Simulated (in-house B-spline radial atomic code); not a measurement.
Values are calculated unless marked as measured or tabulated.
S ion on Ga atom: potential, deflection and energy transfer

The pair potential comes from two frozen, spherical free-atom densities (PBE, B-spline radial code, scalar-relativistic past argon): electrostatics plus the change in Thomas-Fermi kinetic and Dirac exchange energy where they overlap, the recipe behind the universal ZBL potential, which averages such potentials (from solid-state densities) over many pairs. It is written V = (Z1 Z2 e²/r) φ(r/a), with e² = 14.3996 eV·Å and a = 0.46850 Å/(Z1^0.23 + Z2^0.23); ZBL's fit is φ = 0.18175 e^(−3.1998x) + 0.50986 e^(−0.94229x) + 0.28022 e^(−0.4029x) + 0.02817 e^(−0.20162x). Where φ falls below 4e-4 it is continued as an exponential.

Masses 32.06 and 69.72 u.

| x = r/a | φ, this pair | φ, ZBL |
| --- | --- | --- |
| 0.1 | 0.8942 | 0.8928 |
| 0.25 | 0.7742 | 0.7647 |
| 0.5 | 0.6266 | 0.6096 |
| 1 | 0.4347 | 0.4164 |
| 1.5 | 0.3151 | 0.2995 |
| 2 | 0.2347 | 0.2218 |
| 3 | 0.1366 | 0.1292 |
| 4 | 0.08469 | 0.08026 |
| 5 | 0.05418 | 0.05224 |
| 6.5 | 0.02937 | 0.02914 |
| 8 | 0.01763 | 0.01705 |
| 10 | 0.009723 | 0.008778 |
| 12 | 0.005366 | 0.00474 |
| 14.5 | 0.002485 | 0.002328 |
| 17 | 0.001143 | 0.001212 |

Task: At x = 3 the electrostatic, kinetic and exchange parts are 753.3, 2234.26 and -145.44 eV. Find r, V and φ.

Result: a = 0.46850/(1.8921 + 2.2030) = 0.11440 Å, so r = 0.34321 Å. V = 753.3 + 2234.26 + (-145.44) = 2842.12 eV. The bare repulsion is 16 × 31 × 14.3996/0.34321 = 20810 eV, so φ = 0.1366, +5.7 % against ZBL's 0.1292. The kinetic (Pauli) term is 79 % of V here.

Task: The ion comes in at 9.114 keV with impact parameter 0.5720 Å. The scattering integral gives a centre-of-mass angle of 11.24° and a closest approach of 5.249 a. What are the reduced energy, the energy passed on and the laboratory angles?

Result: ε = E a M2/(Z1 Z2 e² (M1 + M2)) = 9114 × 1.0973e-05 = 0.1. The most that one collision can pass on is γE with γ = 4 M1 M2/(M1 + M2)² = 0.8631. Here T = γE sin²(θ/2) = 0.8631 × 9114 × 0.009598 = 75.49 eV. The ion turns by arctan(sin θ/(cos θ + M1/M2)) = 7.7°, and the struck atom leaves at (180° − θ)/2 = 84.4°. The closest approach is 0.601 Å. With ZBL the angle would be 10.78° and T = 69.45 eV.
